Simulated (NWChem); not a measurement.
All runs are NWChem calculations. System: Br2 (-1), charge -1, spin multiplicity 2, at a geometry optimised with UPBE0/def2-SVP. The structure started from a generated list of species. Its SCF solution wasn't tested for a lower state. Level: UMP2/def2-TZVPD, 18 core orbitals frozen.

Input file:

```
start mol
memory heap 200 mb stack 900 mb global 1100 mb
charge -1
geometry units angstroms nocenter noautoz
  Br     0.000000     0.000000     1.459153
  Br     0.000000     0.000000    -1.459153
  symmetry group D2h
end
basis spherical
  * library def2-tzvpd
end
scf
  uhf
  nopen 1
  maxiter 100
  thresh 1e-7
  semidirect memsize 60000000 filesize 0
  # guess.movecs holds the orbitals of an unrestricted PBE0 run
  vectors input guess.movecs output mol.movecs
end
mp2
  freeze core 18
end
task mp2 energy
```

NWChem printed:

```
             Northwest Computational Chemistry Package (NWChem) 7.3.0
             --------------------------------------------------------

                                NWChem Input Module
                                -------------------

 Scaling coordinates for geometry "geometry" by  1.889725989
 (inverse scale =  0.529177249)

 Turning off AUTOSYM since
 SYMMETRY directive was detected!

                             Geometry "geometry" -> ""
                             -------------------------

 Output coordinates in angstroms (scale by  1.889725989 to convert to a.u.)

  No.       Tag          Charge          X              Y              Z
 ---- ---------------- ---------- -------------- -------------- --------------
    1 Br                  35.0000     0.00000000     0.00000000     1.45915300
    2 Br                  35.0000     0.00000000     0.00000000    -1.45915300

 Effective nuclear repulsion energy (a.u.)     222.1295950543

            Nuclear Dipole moment (a.u.)
            ----------------------------
        X                 Y               Z
 ---------------- ---------------- ----------------
     0.0000000000     0.0000000000     0.0000000000

      Symmetry information
      --------------------

 Group name             D2h
 Group number             26
 Group order               8
 No. of unique centers     1

      Symmetry unique atoms

     1


 Summary of "ao basis" -> "" (spherical)
 ------------------------------------------------------------------------------
       Tag                 Description            Shells   Functions and Types
 ---------------- ------------------------------  ------  ---------------------
 *                         def2-tzvpd                 on all atoms

 Summary of "ao basis" -> "ao basis" (spherical)
 ------------------------------------------------------------------------------
       Tag                 Description            Shells   Functions and Types
 ---------------- ------------------------------  ------  ---------------------
 Br                        def2-tzvpd               19       57   7s6p5d1f
[...]
  AO/Fock/Back tols     =   1.0D-09  1.0D-09  1.0D-09

 GA uses MA = F    GA memory limited = T

 Available:
  local mem=  1.26D+08
 global mem=  1.44D+08
 local disk=  0.00D+00
  mp2_memr nvloc                    78
  nvloc new                    78
   1 passes of  18:        5242880                      96683                  30000502.
   1 passes of  18: M    126150678           G      144153208           F     120907798.

 Semi-direct pass number   1 of   1  for UHF alpha       at        4.3s
  vrange nnbf                  6280
  mp2_eaftype                   114  avail_ma_in_mb                  1099
 EAF : mp2_eaftype filesize         114   15000251.
  mp2_eaf for mointskh                    114
Node 0 wrote     70.5 Mb in      0.0 s     Agg I/O rate:  1539.9 Mb/s
 Done moints_semi at       14.0s
  mp2_eaftype                   114  avail_ma_in_mb                   985
 EAF : mp2_eaftype filesize         114   15000251.
  mp2_eaf for kh                   114
 Done maket at       14.4s
 Done multipass loop at       14.4s

 GA uses MA = F    GA memory limited = T

 Available:
  local mem=  1.26D+08
 global mem=  1.44D+08
 local disk=  0.00D+00
  mp2_memr nvloc                    79
  nvloc new                    79
   1 passes of  17:        5242880                      93634                  28698030.
   1 passes of  17: M    126150678           G      144153208           F     120907798.

 Semi-direct pass number   1 of   1  for UHF beta        at       14.5s
  vrange nnbf                  6280
  mp2_eaftype                   109  avail_ma_in_mb                  1099
 EAF : mp2_eaftype filesize         109   14349015.
  mp2_eaf for mointskh                    109
Node 0 wrote     67.5 Mb in      0.0 s     Agg I/O rate:  2781.3 Mb/s
 Done moints_semi at       24.7s
  mp2_eaftype                   109  avail_ma_in_mb                   990
 EAF : mp2_eaftype filesize         109   14349015.
  mp2_eaf for kh                   109
 Done maket at       25.1s
 Done multipass loop at       25.1s

          -------------------------------------------
          SCF energy               -5144.908217513191
          Correlation energy          -0.553906494025
          Singlet pairs                0.000000000000
          Triplet pairs                0.000000000000
          Total MP2 energy         -5145.462124007216
          -------------------------------------------

          ---------------------------------------------------
                    Spin Component Scaled (SCS) MP2
          Same spin pairs                     -0.171223998056
          Same spin scaling factor             0.333333333333
          Opposite spin pairs                 -0.382682495969
          Opposite spin scaling fact.          1.200000000000
          SCS-MP2 correlation energy          -0.516293661181
          Total SCS-MP2 energy             -5145.424511174372
          ---------------------------------------------------

 -----------------------
 Performance information
 -----------------------

 Timer overhead =  2.46D-07 seconds/call

               Nr. of calls         CPU time (s)                 Wall time (s)                GFlops
             ---------------    -------------------     ------------------------------   -------------------
Name         Min   Avg   Max    Min     Avg     Max     Min     Avg     Max   Mx/calls   Min     Max     Sum
mp2: moin     2     2     2    20.     20.     20.      20.     20.     20.     9.9      0.0     0.0     0.0
mp2: make     2     2     2   0.86    0.86    0.86     0.86    0.86    0.86    0.43      0.0     0.0     0.0
mp2: tota     1     1     1    21.     21.     21.      21.     21.     21.     21.      0.0     0.0     0.0

 The average no. of pstat calls per process was 5.00D+00
 with a timing overhead of 1.23D-06s

 Task  times  cpu:       25.1s     wall:       25.1s

 Total times  cpu:       25.1s     wall:       25.1s
```
